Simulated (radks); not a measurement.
Values are calculated unless marked as measured or tabulated.
Question: Valence configurations of Bi+. Level of theory: scalar-relativistic Kohn-Sham, PBE, spin-polarised, spherical densities, point nucleus; open shells are filled with parallel spins first (spin-orbit coupling, left out, can overturn this in heavy ions) (a radial shooting solver on a logarithmic mesh with Libxc functionals). Order these by energy: [Xe] 4f13.5 5d10 6s2 6p2.5; [Hg] 6p2; [Xe] 4f14 5d9 6p5; [Xe] 4f14 5d10 6s1.5 6p2.5; [Xe] 4f13 5d10 6s2 6p3; [Xe] 4f12 5d10 6s2 6p4; [Xe] 4f14 5d10 6p4; [Xe] 4f14 5d9 6s2 6p3; [Xe] 4f14 5d10 6s1 6p3.

Answer: From the lowest, in eV above it: [Hg] 6p2 0.000; [Xe] 4f14 5d10 6s1.5 6p2.5 4.535; [Xe] 4f14 5d10 6s1 6p3 8.821; [Xe] 4f14 5d10 6p4 21.945; [Xe] 4f14 5d9 6s2 6p3 24.174; [Xe] 4f14 5d9 6p5 49.317; [Xe] 4f13.5 5d10 6s2 6p2.5 76.517; [Xe] 4f13 5d10 6s2 6p3 157.51; [Xe] 4f12 5d10 6s2 6p4 335.31. NIST lists [Hg] 6p2 as the ground configuration; this level of theory agrees among the configurations tried. The energies are those of spherical high-spin densities, not of single terms.
